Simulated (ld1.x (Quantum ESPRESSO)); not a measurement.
## Varying the TM potential for scandium (Sc)

Base potential:

* Element: Sc (Z = 21)
* Generator: ld1.x (Quantum ESPRESSO) 7.5
* Type: norm-conserving Troullier–Martins (Kleinman–Bylander form)
* Functional: LDA (PZ)
* Relativity: scalar-relativistic
* Frozen core: [Ar]
* Valence charge: 3
* Reference configuration: 3d1 4s2 4p0
* Partial waves: 4s (bound): rc 3.25 bohr; 4p (bound, empty): rc 2.75 bohr; 3d (bound): rc 2.95 bohr
* Local potential: all-electron potential smoothed inside 2.45 bohr (lloc = -1)
* Core correction: a·sin(br)/r model core inside 1.65 bohr

All-electron outer shells of the reference configuration (LDA (PZ), scalar-relativistic, ld1.x):

```json
{"shell": "3s", "level (eV)": "-54.71", "outermost node (bohr)": "0.42", "outermost maximum (bohr)": "0.92"}
{"shell": "3p", "level (eV)": "-33.56", "outermost node (bohr)": "0.39", "outermost maximum (bohr)": "0.97"}
{"shell": "4s", "level (eV)": "-4.30", "outermost node (bohr)": "1.33", "outermost maximum (bohr)": "3.06"}
{"shell": "3d", "level (eV)": "-3.42", "outermost node (bohr)": "–", "outermost maximum (bohr)": "1.10"}
{"shell": "4p", "level (eV)": "-1.52", "outermost node (bohr)": "1.49", "outermost maximum (bohr)": "4.03"}
```

Cutoffs, loose and tight: the cutoffs (Ry, on a coarse ladder) from which the occupation-weighted sum of valence levels, in a spherical-Bessel basis at the reference potential, stays within 10 and 1 mRy of its value at 400 Ry. They do not see the model core or the augmentation charge, which bear on the density cutoff. Test errors are all-electron minus pseudo excitation energies from the reference, over the configurations 3d1 4s1 4p0; 3d1 4s0 4p0; 3d1 4s1.5 4p0; 3d2 4s0 4p0; 3d1 4s0 4p2; 3d1 4s0 4p1; 3d2 4s1 4p0 (two spin-polarised tests are not counted in the largest error). A dash means not determined; rows that change the core or the reference have their own tests.

A true bound ghost makes a file unfit for plane-wave use even where its test errors are small: the radial tests pick states by their node count and pass the ghost by.

```tsv
change	outcome	cutoff, loose	cutoff, tight	bound ghosts	largest test error (meV)
base	generated	25 Ry	30 Ry	none	-42
all radii but the core radius scaled by about 0.79 (s 2.56, p 2.18, d 2.34 bohr); local potential all-electron potential smoothed inside 1.94 bohr (lloc = -1)	generated	35 Ry	45 Ry	s	-143
all radii but the core radius scaled by about 0.86 (s 2.80, p 2.36, d 2.54 bohr); local potential all-electron potential smoothed inside 2.10 bohr (lloc = -1)	generated	35 Ry	40 Ry	s	-121
all radii but the core radius scaled by about 1.05 (s 3.40, p 2.88, d 3.10 bohr); local potential all-electron potential smoothed inside 2.56 bohr (lloc = -1)	generated	25 Ry	30 Ry	none	-52
all radii but the core radius scaled by about 1.18 (s 3.82, p 3.24, d 3.48 bohr); local potential all-electron potential smoothed inside 2.88 bohr (lloc = -1)	generated	18 Ry	25 Ry	none	+180
all radii but the core radius scaled by about 1.24 (s 4.04, p 3.42, d 3.68 bohr); local potential all-electron potential smoothed inside 3.04 bohr (lloc = -1)	generated	18 Ry	21 Ry	none	+256
all radii but the core radius scaled by about 1.37 (s 4.44, p 3.76, d 4.02 bohr); local potential all-electron potential smoothed inside 3.34 bohr (lloc = -1)	generated	15 Ry	18 Ry	none	+353
```

Reading the sweep of the scale of all radii but the core radius (base = 1) (base included, trends over the rows without a ghost): The loose cutoff falls from 25 Ry at 1 to 15 Ry at 1.37. A larger radius leaves more room for a smooth pseudo-wave, so fewer plane waves are needed; a smaller one forces it to follow the all-electron wave where it bends sharply. The median size of the test errors (rows with all tests solved) rises from 4.0 meV at 1 to 110.4 meV at 1.37. More of the atom is replaced by a form fitted at one configuration, so other configurations suffer as the radius grows. Bound ghosts are found at 0.79, 0.86.
